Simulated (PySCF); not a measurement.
Two-dimensional NMR puzzle

Compound of formula C6H6FN. Correlations simulated from computed shifts and the bond graph:

HSQC (one-bond C–H):
```tsv
δH	δC
7.28	121.6
7.20	130.0
6.85	118.9
6.80	121.2
```

COSY cross peaks (H two or three bonds apart, from the bond graph; peaks can be absent where the dihedral angle is near 90°):
```tsv
δH	δH
7.28	6.80
7.20	6.85
7.20	6.80
```

HMBC (two and three bonds, from the bond graph):
```tsv
δH	δC
7.28	159.3, 140.7, 130.0, 121.2
7.20	140.7, 121.6, 121.2, 118.9
6.85	159.3, 140.7, 130.0, 121.2
6.80	159.3, 130.0, 121.6, 118.9
```

Carbons without hydrogens: δ 159.3, 140.7.

Computed data (PySCF 2.14.0 with density-fitted response routines): GFN2-xTB structure, shielding tensors at PBE0/pcSseg-1 (GIAO). Averaged over atoms made equivalent by symmetry, fast rotation or ring inversion, one conformer, non-relativistic, gas phase.

Chemical shifts δ = σref − σ; TMS for $^{1}$H (σref 31.72), $^{13}$C (σref 186.93), all at this level.

Exchangeable hydrogens are left out of these lists.

Question: Work out the connectivity.

Answer: `Nc1ccccc1F`.

Atoms are numbered as in `[NH2:1][c:2]1[cH:3][cH:4][cH:5][cH:6][c:7]1[F:8]`; H(Xn) means a hydrogen on atom n.

δC 159.3 is C7, an aromatic carbon bearing fluorine. δC 140.7 is C2, an aromatic carbon bearing nitrogen. δC 130.0 is C4, an aromatic CH (δH 7.20). δC 121.6 is C6, an aromatic CH (δH 7.28). δC 121.2 is C5, an aromatic CH (δH 6.80). δC 118.9 is C3, an aromatic CH (δH 6.85). HMBC from δH 7.28 reaches the proton-free carbons C7, C2. HMBC from δH 7.20 reaches the proton-free carbon C2. HMBC from δH 6.85 reaches the proton-free carbons C7, C2. HMBC from δH 6.80 reaches the proton-free carbon C7. COSY links 7.28–6.80, 7.20–6.85, 7.20–6.80.

The data come from this structure; uniqueness wasn't tested.

The OH or NH signal is concentration- and solvent-dependent in practice; the value given is the gas-phase one. Shifts are as computed. Against solution values, carbons near 30 ppm lie about +3 ppm off and those near 130 ppm about +5 ppm. Of 246 compounds with measured shifts, 49 miss one by over three times the rms of a fit or turn the order of signals round; such compounds aren't used in these exercises.
